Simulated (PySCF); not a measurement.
**How methods differ on the excitation energy of Cd²⁺**

Cd²⁺ [Kr] 4d10 (1S) → Cd²⁺ [Kr] 4d9 5p1 (high-spin determinant), as a difference of total energies. All numbers are calculated (PySCF 2.14, a scalar-relativistic core potential, in def2-TZVPPD with the def2 core potential (28 electrons) (6s4p3d2f1g, 56 functions)). Correlated levels: valence and next inner shell: nothing frozen outside the core potential. The calculations carry no spin-orbit coupling.

```
                                method  excitation energy (eV)
                                   UHF                  16.458
    MP2 (valence and next inner shell)                  17.408
SCS-MP2 (valence and next inner shell)                  17.330
   CCSD (valence and next inner shell)                  17.139
CCSD(T) (valence and next inner shell)                  17.146
```

Problem. How much does correlation contribute at CCSD(T) (valence and next inner shell)?

Solution. 17.146 − (16.458) = 0.688 eV, measured against UHF.

The determinant of the upper state mixes LS terms, which raises its energy above the lowest term, most at the Hartree-Fock and MP2 levels.
